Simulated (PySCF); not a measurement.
Run record: EPR job, `O=C(O)c1[c]occ1` [radical].

Computed with UKS B3LYP, pcH-1 on C H O, non-relativistic, mean-field spin-orbit, GIAO (PySCF 2.14.0). Geometry: GFN2-xTB. A driver script takes a list of jobs; this job's settings line and coordinates (Å) are shown.

Input:
```
{"job": {"kind": "epr", "basis": "pcH-1"}, "charge": 0, "multiplicity": 2}
O     -1.922881    -1.405068     0.027980
C     -1.545922    -0.262620    -0.035431
O     -2.386228     0.780944    -0.060792
C     -0.145688     0.148101    -0.092960
C      0.399672     1.394948    -0.167561
O      1.706350     1.392947    -0.202776
C      2.095096     0.091636    -0.150912
C      1.004953    -0.714755    -0.082857
H     -3.303532     0.467472    -0.021015
H      3.147527    -0.108355    -0.169592
H      0.956078    -1.782580    -0.030126
```

Question: Give the output.

Answer: 
```
UKS, coarse grid
  cycle   1  E = -417.71114490  |g| = 7.66e-01
  cycle   2  E = -416.33254873  |g| = 1.79e+00
  cycle   3  E = -417.78845207  |g| = 5.35e-01
  cycle   4  E = -417.91728078  |g| = 1.18e-01
  cycle   5  E = -417.92212708  |g| = 7.64e-02
  cycle   6  E = -417.92427511  |g| = 2.78e-02
  cycle   7  E = -417.92460623  |g| = 1.06e-02
  cycle   8  E = -417.92466276  |g| = 3.93e-03
  cycle   9  E = -417.92467450  |g| = 2.00e-03
  cycle  10  E = -417.92467824  |g| = 1.19e-03
  cycle  11  E = -417.92468083  |g| = 5.07e-04
UKS, final grid
  cycle   1  E = -417.92469258  |g| = 6.12e-04
  cycle   2  E = -417.92469245  |g| = 9.57e-04
  cycle   3  E = -417.92469288  |g| = 1.50e-04
  cycle   4  E = -417.92469291  |g| = 1.06e-04
  cycle   5  E = -417.92469294  |g| = 9.90e-05
  cycle   6  E = -417.92469295  |g| = 1.40e-05
E = -417.92469295 Eh   <S^2> = 0.7608 (exact 0.7500)
g shifts (ppm)      1          2          3
  rmc          -183       -183       -183
  gc             17         22        -27
  oz_so       -1437       -144        910
  total       -1603       -305        701
hyperfine (MHz)  atom isotope    a_iso     a_fc   dipolar eigenvalues
    0   17O       0.78       0.78     -2.14     -1.46      3.60
    1   13C       1.30       1.30     -0.95     -0.72      1.66
    2   17O      -0.95      -0.95     -1.13     -0.37      1.50
    3   13C      67.71      67.71    -21.68     -5.92     27.60
    4   13C     663.97     663.97    -79.92    -52.73    132.66
    5   17O    -131.96    -131.96    -13.32      4.97      8.35
    6   13C      49.23      49.23    -11.43     -1.92     13.35
    7   13C      27.12      27.12     -3.56     -3.31      6.87
    8    1H      -0.02      -0.02     -1.57     -1.37      2.95
    9    1H       8.18       8.18     -3.79     -0.77      4.56
   10    1H       8.67       8.67     -3.26     -1.80      5.06
```

rmc, gc and oz_so are the mass-correction, gauge-correction and orbital-Zeeman/spin–orbit parts of the g shift along its three principal axes; a_iso is the isotropic hyperfine coupling and a_fc its Fermi-contact part. Atoms in this output count from 0.

Question: How far is ⟨S²⟩ from the pure-spin value?

Answer: S = 0.5 gives S(S+1) = 0.75; the run has 0.7608, 0.0108 more.

Question: Get g_iso from the total shifts.

Answer: Their mean is -402 ppm; added to g_e = 2.002319 it gives 2.00192.

Summary of the converged run: ⟨S²⟩ 0.761; g_iso 2.0019.

One conformer (not necessarily the lowest) at the GFN2-xTB geometry, without solvent, vibrations or thermal averaging.

The run took 43 s of wall time on an Arm Neoverse V2 with one thread, on a shared host.
Labels such as C1 count atoms from 1, the log's own numbers from 0.
